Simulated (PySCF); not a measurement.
Basis and Hamiltonian dependence of the ionisation energy of Cr⁺

Cr⁺ [Ar] 3d5 (6S) → Cr²⁺ [Ar] 3d4 (5D). Calculated with PySCF 2.14 from differences of total energies of unrestricted determinants, without spin-orbit coupling. Values in eV.

| basis | Hamiltonian | functions | UHF | r2SCAN | PBE0 | MP2 (valence) | CCSD(T) (valence) | CCSD(T) (valence and next inner shell) |
| --- | --- | --- | --- | --- | --- | --- | --- | --- |
| x2c-SVPall | spin-free X2C | 36 | 14.938 | n/a | n/a | 15.708 | n/a | n/a |
| jorge-DZP-DKH | spin-free X2C | 43 | 15.062 | 16.896 | n/a | 15.793 | n/a | n/a |
| def2-TZVP | non-relativistic | 45 | 15.171 | 17.004 | n/a | 16.012 | n/a | n/a |
| x2c-TZVPall | spin-free X2C | 48 | 15.034 | 16.880 | n/a | 15.881 | n/a | n/a |
| pcseg-2 | non-relativistic | 56 | 15.066 | n/a | n/a | 16.017 | n/a | n/a |
| x2c-TZVPPall | spin-free X2C | 64 | 15.001 | 16.860 | 16.794 | 15.965 | 16.018 | 16.346 |
| cc-pVTZ | non-relativistic | 68 | 15.134 | n/a | n/a | 16.103 | n/a | n/a |
| x2c-TZVPPall with one added diffuse shell each of s, p, d, f type | spin-free X2C | 80 | 15.000 | 16.859 | 16.794 | 15.969 | 16.023 | 16.353 |
| aug-cc-pVTZ | non-relativistic | 93 | 15.134 | 16.979 | 16.920 | 16.115 | 16.165 | n/a |
| x2c-QZVPPall | spin-free X2C | 96 | 14.991 | n/a | n/a | 15.996 | 16.044 | n/a |
| aug-cc-pVTZ with one added diffuse shell each of s, p, d, f, g type | non-relativistic | 118 | 15.133 | 16.979 | 16.920 | 16.115 | n/a | n/a |
| aug-cc-pwCVTZ-DK | spin-free X2C | 127 | 14.997 | 16.857 | 16.801 | 16.010 | 16.056 | n/a |
| aug-cc-pwCVTZ | non-relativistic | 127 | 15.124 | 16.968 | 16.915 | 16.131 | n/a | n/a |
| aug-cc-pVQZ-DK | spin-free X2C | 140 | 14.995 | 16.854 | 16.801 | 16.014 | n/a | n/a |

Frozen in the all-electron rows: valence: [Ar]; valence and next inner shell: [Ne].

Non-relativistic rows lack the scalar-relativistic shift.

Between the lowest levels the reference is 16.486 eV (measured; NIST Atomic Spectra Database, ionization energies); it includes spin-orbit coupling, which these numbers lack.
